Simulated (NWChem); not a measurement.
System meant: C₂H₆F₂Si; SMILES CC(F)(F)[SiH3]

Input file for NWChem:

```
start job
memory heap 200 mb stack 900 mb global 1100 mb
geometry units angstroms noautosym nocenter noautoz
  C     -1.346418    -1.110560     0.000000
  C     -0.010971    -0.398399     0.000000
  F      0.706612    -0.819608     1.110647
  F      0.706612    -0.819608    -1.110647
  Si     0.003686     1.526881     0.000000
  H     -1.171371    -2.191847     0.000000
  H     -1.924029    -0.845367     0.890529
  H     -1.924029    -0.845367    -0.890529
  H      1.415627     1.976952     0.000000
  H     -0.694334     2.021996     1.214805
  H     -0.694334     2.021996    -1.214805
end
basis spherical
  * library def2-svp
end
dft
  xc m06-l
  iterations 150
end
property
  shielding 8 1 2 3 5 6 7 9 10
end
task dft property
```

End of the output:

```
 Vector   28  Occ=0.000000D+00  E= 3.070355D-02
              MO Center= -2.6D-02,  9.9D-01,  2.9D-10, r^2= 3.8D+00
   Bfn.  Coefficient  Atom+Function         Bfn.  Coefficient  Atom+Function
  ----- ------------  ---------------      ----- ------------  ---------------
    69      1.107723   5 Si pz               96     -0.826091  10 H  s
   101      0.826091  11 H  s                20      0.261259   2 C  pz
    23      0.248553   2 C  pz               66      0.249154   5 Si pz
    81     -0.233922   7 H  s                86      0.233922   8 H  s
    31     -0.178367   3 F  s                45      0.178367   4 F  s

 center of mass
 --------------
 x =   0.11083835 y =  -0.08615001 z =   0.00000000

 moments of inertia (a.u.)
 ------------------
         632.649558698457          -8.074348130617           0.000000000000
          -8.074348130617         370.237014562176           0.000000000000
           0.000000000000           0.000000000000         635.470177309544

     Multipole analysis of the density
     ---------------------------------

     L   x y z        total         alpha         beta         nuclear
     -   - - -        -----         -----         ----         -------
     0   0 0 0     -0.000000    -25.000000    -25.000000     50.000000

     1   1 0 0     -0.734739     -0.021376     -0.021376     -0.691987
     1   0 1 0      0.270509      0.411155      0.411155     -0.551802
     1   0 0 1      0.000000      0.000000      0.000000      0.000000

     2   2 0 0    -27.565178    -70.222287    -70.222287    112.879396
     2   1 1 0      1.621484     -7.158644     -7.158644     15.938772
     2   1 0 1      0.000000      0.000000      0.000000      0.000000
     2   0 2 0    -27.219836   -141.100306   -141.100306    254.980776
     2   0 1 1     -0.000000     -0.000000     -0.000000      0.000000
     2   0 0 2    -29.390836    -62.442776    -62.442776     95.494716

          -----------------------------------------
          Chemical Shielding Tensors (GIAO, in ppm)
          -----------------------------------------

 ------------------------------------------------------------------------
  xm06: d2 not coded                    0
 ------------------------------------------------------------------------
 ------------------------------------------------------------------------
  current input line :
    26: task dft property
 ------------------------------------------------------------------------
 ------------------------------------------------------------------------
 This error has not yet been assigned to a category
 ------------------------------------------------------------------------
 For more information see the NWChem manual at https://nwchemgit.github.io

0: xm06: d2 not coded:Received an Error in Communication
```

Problem. Find the fault in this run and fix the input.

Solution. The run crashed. Cause: this functional's second derivatives, which shieldings need, aren't coded here; the fix takes a hybrid GGA instead. This input runs:
```
start job
memory heap 200 mb stack 900 mb global 1100 mb
geometry units angstroms noautosym nocenter noautoz
  C     -1.346418    -1.110560     0.000000
  C     -0.010971    -0.398399     0.000000
  F      0.706612    -0.819608     1.110647
  F      0.706612    -0.819608    -1.110647
  Si     0.003686     1.526881     0.000000
  H     -1.171371    -2.191847     0.000000
  H     -1.924029    -0.845367     0.890529
  H     -1.924029    -0.845367    -0.890529
  H      1.415627     1.976952     0.000000
  H     -0.694334     2.021996     1.214805
  H     -0.694334     2.021996    -1.214805
end
basis spherical
  * library def2-svp
end
dft
  xc pbe0
  iterations 150
end
property
  shielding 8 1 2 3 5 6 7 9 10
end
task dft property
```
It converges to -568.27601 Ha (PBE0/def2-SVP, GIAO).
